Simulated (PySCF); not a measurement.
Work out the structure from these simulated measurements.

Formula: CH14Si5.

- Dipole: 0.69 D [PBE0/pcSseg-1]
- 13C NMR: chemical shifts (computed TMS as zero) by class: -7.5 (1 C) ppm [GIAO PBE0/pcSseg-1]
- Rotational structure: rotational constants A, B, C: 1.019, 0.769, 0.765 GHz [GFN2-xTB]
- 1H NMR: chemical shifts (computed TMS as zero) by class: 4.16 (2 H), 3.62 (9 H), 0.25 (3 H) ppm [GIAO PBE0/pcSseg-1]
- NMR, other nuclei: isotropic shieldings of nuclei other than C and H, by class: 418 (1 Si), 459 (3 Si), 513 (1 Si) ppm [GIAO PBE0/pcSseg-1]

The electronic properties come from PySCF, for the isolated species, density fitting. Levels stand in brackets. Geometry: GFN2-xTB; no solvent, vibrations or thermal averaging. NMR classes are plain means over equivalent atoms (diastereotopic ones count apart unless rotation or inversion swaps them), as if these changed places fast.

Question: Propose a structure and show how it fits.

Answer: Numbering: `[CH3:1][SiH2:2][Si:3]([SiH3:4])([SiH3:5])[SiH3:6]`. Its formula, CH14Si5, gives 0 degrees of unsaturation, so no ring and no π bond. The one carbon: Si-methyl carbon [C1] (-7.5 ppm). Hydrogen classes from least to most shielded: 2 H on an SiH2 silicon, Si2 (4.16 ppm), 9 H on 3 SiH3 silicons, Si4/Si5/Si6 (3.62 ppm), 3 H on an Si-methyl carbon, C1 (0.25 ppm). The other shieldings belong to: 418 ppm, SiH2 silicon [Si2]; 459 ppm, SiH3 silicon [Si4/Si5/Si6]; 513 ppm, four-coordinate silicon [Si3]. The optimised geometry has point group Cs and is an asymmetric top. Structure: `C[SiH2][Si]([SiH3])([SiH3])[SiH3]`. The assignments are read from this structure; whether some other isomer fits the data as well wasn't checked.

Conformer computed: `[CH3:1][SiH2:2][Si:3]([SiH3:4])([SiH3:5])[SiH3:6]`: C1–Si2–Si3–Si4 180°.
